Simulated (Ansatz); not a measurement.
Basis-set series for F4Ge, SMILES `[F][Ge]([F])([F])[F]`. The species carries charge 0 and has multiplicity 1. All single points use the PBE0-D4/def2-TZVP geometry.

Z-matrix (Å, degrees):
```
Ge
F 1 1.692
F 1 1.691 2 109.5
F 1 1.691 2 109.5 3 120.0
F 1 1.691 2 109.5 3 -120.0
```

| functional | basis | functions | energy (Eh) | HOMO (eV) | LUMO (eV) |
| --- | --- | --- | --- | --- | --- |
| PBE0-D4 | def2-SVP | 88 | -2475.29832 | -12.50 | -1.64 |
| PBE0-D4 | def2-TZVPP | 172 | -2476.07364 | -12.69 | -1.73 |
| ωB97M-V | def2-SVP | 88 | -2475.72797 | -14.99 | 0.56 |
| ωB97M-V | def2-TZVPP | 172 | -2476.51162 | -15.22 | 0.46 |

(1) Give the rows for def2-QZVPP. (Estimate.)

Answers

(1) Ansatz gave: 
```csv
functional,basis,functions,energy (Eh),HOMO (eV),LUMO (eV)
PBE0-D4,def2-QZVPP,317,-2476.14273,-12.75,-1.88
ωB97M-V,def2-QZVPP,317,-2476.57741,-15.30,0.18
```

Positive LUMOs are unbound and depend on the basis. Scalar relativity is left out up to krypton.
